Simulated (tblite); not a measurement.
Species: C9H12OSi.
Geometry (GFN2-xTB, Å), atoms numbered from 1 in this order:
```
atom  x, y, z in Å
C1    -4.7788   -0.1440    0.7294
C2    -3.7968    0.6988    0.4666
C3    -2.4273    0.6114    1.0320
Si4   -1.1939    0.0741   -0.3075
O5     0.2295    0.1829    0.4722
C6     1.5059   -0.0386    0.0913
C7     2.5175    0.2387    1.0065
C8     3.8395    0.0329    0.6607
C9     4.1666   -0.4514   -0.5948
C10    3.1605   -0.7293   -1.5041
C11    1.8347   -0.5248   -1.1669
H12   -4.6473   -0.9676    1.4122
H13   -5.7532   -0.0477    0.2816
H14   -3.9575    1.5132   -0.2278
H15   -2.1302    1.5854    1.4242
H16   -2.4114   -0.0967    1.8608
H17   -1.4631   -1.2962   -0.7529
H18   -1.2158    0.9724   -1.4671
H19    2.2485    0.6150    1.9816
H20    4.6183    0.2536    1.3754
H21    5.1997   -0.6103   -0.8639
H22    3.4072   -1.1071   -2.4852
H23    1.0427   -0.7375   -1.8682
```

Level: GFN2-xTB in tblite, geometry and Hessian alike; calculated harmonic values, unscaled, isolated species. Errors from tens to a few hundred cm⁻¹ against measured bands are possible. Modes of hydrogen on silicon can be 10 to 20 % off. One conformer, not necessarily the lowest.

Harmonic wavenumbers (cm⁻¹): 28.2, 39.0, 56.6, 66.6, 90.0, 166.5, 223.7, 231.6, 363.3, 377.9, 411.1, 479.0, 494.8, 501.4, 588.6, 597.0, 618.6, 658.4, 731.4, 758.8, 762.8, 778.6, 795.6, 811.0, 870.5, 881.5, 888.1, 923.7, 926.9, 935.9, 958.1, 1003.1, 1021.4, 1055.5, 1078.2, 1112.0, 1178.5, 1179.2, 1183.9, 1209.0, 1267.7, 1276.7, 1303.0, 1320.3, 1415.0, 1439.0, 1460.9, 1472.8, 1586.5, 1599.9, 1715.2, 2214.1, 2250.7, 2968.9, 2989.0, 3053.0, 3080.3, 3083.1, 3094.8, 3097.2, 3099.8, 3103.1, 3122.9.

A = 3954, B = 363.0, C = 339.2 MHz; mass 164.066 u (most abundant isotopes); point group C1, symmetry number 1.

Task: What is the zero-point energy?

Result: Half the sum of the wavenumbers: 39025 cm⁻¹ = 111.58 kcal/mol.

Task: Give the ideal-gas entropy at 200 K and 1 bar in the rigid-rotor, harmonic-oscillator model (classical rotation).

Result: Translation 39.24, rotation 29.68, vibration 27.36: S = 96.3 cal/(mol K).

Task: And Cp and H(200 K) − H(0)?

Result: Cp = 32.98 cal/(mol K), of which vibrations give 25.03 (their classical limit is 63 R = 125.2); H(200 K) − H(0) = 4.25 kcal/mol without the zero-point energy, 2.66 from vibrations.

Task: Which modes carry the vibrational entropy at 200 K?

Result: 28.2 cm⁻¹: 5.16; 39.0 cm⁻¹: 4.52; 56.6 cm⁻¹: 3.79; 66.6 cm⁻¹: 3.47; 90.0 cm⁻¹: 2.89; 166.5 cm⁻¹: 1.74 cal/(mol K); the other 57 give 5.80 together.

Task: Blend soft modes into free rotors: weight 1/[1 + (100 cm⁻¹/ν̃)⁴] for the oscillator and the rest for a rotor with moment μB/(μ + B), μ = h/(8π²ν), B = 10⁻⁴⁴ kg m². What vibrational entropy results?

Result: 23.50 cal/(mol K) in place of 27.36, which changes −T·S at 200 K by +0.77 kcal/mol.

Task: What must be added to the electronic energy to get the Gibbs energy at 200 K and 1 bar?

Result: ZPE + [H(200 K) − H(0)] − T·S = 111.58 + 4.25 − 19.26 = 96.57 kcal/mol.

Task: How do the functions run with temperature in this model?

Result: 
```csv
T (K),S (cal/(mol K)),Cp (cal/(mol K)),H − H(0) (kcal/mol),G − H(0) (kcal/mol),ln q(vib)
100,78.1,21.4,1.57,-6.25,3.52
300,112.3,47.0,8.25,-25.44,10.37
500,142.3,71.2,20.22,-50.95,16.93
800,181.1,93.1,45.19,-99.66,26.46
1000,202.9,102.2,64.76,-138.09,32.37
```

q(vib) and H(0) count from the zero-point level.

Hindered rotation and anharmonicity are outside this model. Other conformers, if any are populated, would add a mixing term that is left out. The structure is chiral; the term R ln 2 for an equal mix with its mirror image is left out.
